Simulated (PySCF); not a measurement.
BF₂, SMILES F[B+]F, charge +1.

Geometry optimised at PBE-D3(BJ)/def2-TZVP.

Two levels are set side by side: TDDFT-PBE/def2-TZVPD (PySCF) and TDDFT-B3LYP/def2-TZVPD (PySCF). Vertical, same geometry. The lowest singlet is HOMO→LUMO 100 % with PBE and HOMO→LUMO 100 % with the other functional; states are paired by order. Differences are taken from unrounded values.

| quantity | TDDFT-B3LYP | TDDFT-PBE | TDDFT-PBE minus TDDFT-B3LYP |
|---|---|---|---|
| lowest singlet excitation (eV) | 11.59 | 11.04 | -0.54 |
| lowest triplet excitation (TDA) (eV) | 10.87 | 10.41 | -0.46 |
| first bright state (f over 0.05) (eV) | 13.24 | 12.61 | -0.63 |
| its oscillator strength | 0.09 | 0.09 | 0.00 |

Functionals without exact exchange tend to place singlet excitations lower, as here. Differences between two approximate levels are no errors against the true value.

Rough cost on one machine, each run with all the roots and properties that it gave: TDDFT-B3LYP against TDDFT-PBE about 2 times.
